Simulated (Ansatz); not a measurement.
Basis-set extrapolation for `F[Si](F)(F)O[Si](Cl)(Cl)Cl` (PBE0-D4/def2-TZVP geometry, frozen core, the Gaussian-basis code of Ansatz). Multiplicity 1, RHF reference.

```
                       def2-TZVPP    def2-QZVPP
                 HF  -2330.291347  -2330.367607
    MP2 correlation     -1.748672     -1.919824
CCSD(T) correlation     -1.858750       not run
```

Energies in hartree. Use E(X) = E(∞) + A·exp(−7.88·√X) for Hartree–Fock and E(X) = E(∞) + B·X^(−2.97) for correlation, with X = 3 and 4, and add CCSD(T) minus MP2 of the smaller set to the MP2 limit.

What is the CCSD(T) energy at the basis-set limit?

HF limit: -2330.367607 + (-0.076260) × 0.13774 = -2330.37811. MP2 limit: -1.919824 + (-0.171152) × 0.74074 = -2.04660. Higher-order term: -1.858750 − (-1.748672) = -0.11008. Total: -2332.53479 hartree, 10.47 eV below CCSD(T)/def2-TZVPP.
